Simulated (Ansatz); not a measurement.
```xyz
4

S    -0.0439    0.1226   -0.0178
O     1.3696    0.0520    0.0582
O    -0.6977    1.2208   -0.0669
O    -0.6406   -1.2916    0.0328
```

Basis set: STO-3G (spherical functions). Left uncorrelated: 8 orbitals. Charge 0, multiplicity 1.

Computed with Ansatz (development build ahead of 0.2.0); each method stands on the lowest determinant of its kind that the runs found. Restricted open shells among the atoms or ions are ROHF, correlated in semicanonical orbitals with singles.

Task: Give the atomization energy at this shape (free ground-state atoms in the same class of orbitals less the molecule, no zero-point energy) of singlet SO3 by RHF-MP2, RHF.

Result:

```csv
method,atomization energy
RHF-MP2,-4.80 eV
RHF,-10.51 eV
```

Caution: no unrestricted run beside it, a lower state can exist; the molecule lies well above its atoms at this level; the shape is not the minimum.

This basis has no polarisation functions and is too small for such energies, which can lie far from measured ones in either direction.
